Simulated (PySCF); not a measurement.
Working out the ionisation energy of Pd²⁺

Pd²⁺ [Kr] 4d8 (3F) → Pd³⁺ [Kr] 4d7 (4F). Computed with PySCF 2.14 in aug-cc-pwCVDZ-PP with ECP28MDF (6s6p5d3f, 70 functions), with scalar relativity through the core potential. Frozen: 4s2 4p6. Energies in hartree (1 hartree = 27.21139 eV):

```json
{"part": "UHF", "Pd²⁺ (lower)": "-125.739965", "Pd³⁺ (upper)": "-124.598015"}
{"part": "CCSD correlation", "Pd²⁺ (lower)": "-0.203386", "Pd³⁺ (upper)": "-0.153066"}
{"part": "(T)", "Pd²⁺ (lower)": "-0.003518", "Pd³⁺ (upper)": "-0.001669"}
```

Problem. What does Hartree-Fock give?

Solution. (-124.598015) − (-125.739965) = 1.141950 hartree = 31.074 eV.

Problem. What do CCSD and CCSD(T) give?

Solution. The CCSD correlation energies differ by 0.050320 hartree = 1.369 eV and the triples by 0.001849 hartree = 0.050 eV, so CCSD gives 32.443 eV and CCSD(T) 32.493 eV.

Reference: 32.93 eV (semi-empirical (NIST evaluation); NIST Atomic Spectra Database, ionization energies), between the lowest levels; spin-orbit coupling is absent from the calculation.

A double-zeta basis recovers only part of the correlation energy.

What remains against the reference includes basis incompleteness, the frozen core and higher excitations.
